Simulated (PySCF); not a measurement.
C₅H₈O, charge -1, doublet, at a GFN2-xTB geometry (a state made from the parent by changing its charge; the spin is typed, not shown lowest) (in this run its highest filled SCF level lies above zero, so its values depend strongly on the basis, on diffuse functions most of all), atoms displaced at random by about 0.08 Å a coordinate; B3LYP/STO-3G, gradient (PySCF).

The PySCF input:
```python
from pyscf import gto, scf, dft

mol = gto.M(
    atom='''
O     0.766449    1.842613   -0.732358
C     0.327278    0.927863    0.063413
C     1.248363   -0.503650    0.058859
C    -0.065927   -1.473096   -0.037604
C    -1.273766   -0.843211    0.741990
C    -1.103160    0.559805    0.058451
H     1.958301   -0.719427   -0.654945
H     1.600089   -0.542902    1.279650
H     0.363289   -2.635759    0.661561
H    -0.133612   -1.738240   -1.137734
H    -1.147568   -0.852418    1.658486
H    -2.058137   -1.423514    0.319005
H    -1.430212    0.467301   -1.000389
H    -1.683915    1.328234    0.744075
''',
    basis='sto-3g',
    charge=-1,
    spin=1,
    verbose=4,
)

mf = dft.UKS(mol)
mf.xc = 'b3lyp'
mf.grids.level = 1
mf.kernel()
g = mf.nuc_grad_method()
g.grid_response = True
grad = g.kernel()
```

The log (banner, timings and long lists left out):

```
PySCF version 2.14.0

[INPUT] verbose = 4
[INPUT] num. atoms = 14
[INPUT] num. electrons = 47
[INPUT] charge = -1
[INPUT] spin (= nelec alpha-beta = 2S) = 1
[INPUT] symmetry False subgroup None
[INPUT] Mole.unit = angstrom
[INPUT] Symbol           X                Y                Z      unit          X                Y                Z       unit  Magmom
[...]
nuclear repulsion = 229.573046066959
number of shells = 26
number of NR pGTOs = 114
number of NR cGTOs = 38
basis = sto-3g
ecp = {}

******** <class 'pyscf.dft.uks.UKS'> ********
method = UKS
initial guess = minao
damping factor = 0
level_shift factor = 0
DIIS = <class 'pyscf.scf.diis.CDIIS'>
diis_start_cycle = 1
diis_space = 8
diis_damp = 0
SCF conv_tol = 1e-09
SCF conv_tol_grad = None
SCF max_cycles = 50
direct_scf = True
direct_scf_tol = 1e-13
number electrons alpha = 24  beta = 23
XC library pyscf.dft.libxc version 7.1.2
    S. Lehtola, C. Steigemann, M. J. T. Oliveira, and M. A. L. Marques,  SoftwareX 7, 1–5 (2018)
XC functionals = b3lyp
    P. J. Stephens, F. J. Devlin, C. F. Chabalowski, and M. J. Frisch,  J. Phys. Chem. 98, 11623 (1994)
radial grids:
    Treutler-Ahlrichs [JCP 102, 346 (1995); DOI:10.1063/1.469408] (M4) radial grids

becke partition: Becke, JCP 88, 2547 (1988); DOI:10.1063/1.454033
pruning grids: <function nwchem_prune>
grids dens level: 1
symmetrized grids: False
atomic radii adjust function: <function treutler_atomic_radii_adjust>
small_rho_cutoff = 0
Set gradient conv threshold to 3.16228e-05
tot grids = 50856
init E= -267.391267487225

cycle= 1 E= -266.647941294275  delta_E= 0.743  |g|= 0.417  |ddm|= 3.39
cycle= 2 E= -263.310806074696  delta_E= 3.34  |g|= 1.84  |ddm|= 3.73
cycle= 3 E= -266.80335394141  delta_E= -3.49  |g|= 0.173  |ddm|= 3.52
cycle= 4 E= -266.821682804153  delta_E= -0.0183  |g|= 0.073  |ddm|= 0.369
cycle= 5 E= -266.825543316241  delta_E= -0.00386  |g|= 0.0214  |ddm|= 0.133
cycle= 6 E= -266.825890940716  delta_E= -0.000348  |g|= 0.00793  |ddm|= 0.0386
cycle= 7 E= -266.825937347861  delta_E= -4.64e-05  |g|= 0.00372  |ddm|= 0.0158
cycle= 8 E= -266.825952002132  delta_E= -1.47e-05  |g|= 0.00125  |ddm|= 0.0109
cycle= 9 E= -266.825953182455  delta_E= -1.18e-06  |g|= 0.000358  |ddm|= 0.00254
cycle= 10 E= -266.825953282502  delta_E= -1e-07  |g|= 7.74e-05  |ddm|= 0.000796
cycle= 11 E= -266.825953287385  delta_E= -4.88e-09  |g|= 3.77e-05  |ddm|= 0.000204
cycle= 12 E= -266.825953289006  delta_E= -1.62e-09  |g|= 1.32e-05  |ddm|= 8.99e-05
cycle= 13 E= -266.825953289465  delta_E= -4.59e-10  |g|= 4.07e-06  |ddm|= 6.34e-05
Extra cycle  E= -266.82595328949  delta_E= -2.52e-11  |g|= 3.44e-06  |ddm|= 1.45e-05
converged SCF energy = -266.82595328949  <S^2> = 0.7519011  2S+1 = 2.0019002

******** <class 'pyscf.grad.uks.Gradients'> for <class 'pyscf.dft.uks.UKS'> ********
unit = Eh/Bohr
grid_response = True
--------------- UKS gradients ---------------
         x                y                z
0 O    -0.0051107969    -0.0447459522     0.0244186828
1 C    -0.0882227915     0.0052458066    -0.0063722828
2 C     0.1288392716    -0.0109771033    -0.1496393503
3 C    -0.1269756002     0.0923059862    -0.0627721729
4 C    -0.0221019363    -0.0086037438     0.2769120767
5 C     0.0635673950    -0.0127841025    -0.0480512651
6 H    -0.0516388620     0.0111807106     0.0404671575
7 H    -0.0001587844     0.0109527039     0.0824004084
8 H     0.0402519363    -0.0658698177     0.0552493672
9 H     0.0216187256    -0.0015527587    -0.0223223870
10 H    -0.0244761496     0.0050393195    -0.2172658292
11 H     0.0424287015     0.0079123723    -0.0107165712
12 H     0.0275817777    -0.0079832085    -0.0053494779
13 H    -0.0056028868     0.0198797878     0.0430416437
----------------------------------------------
```
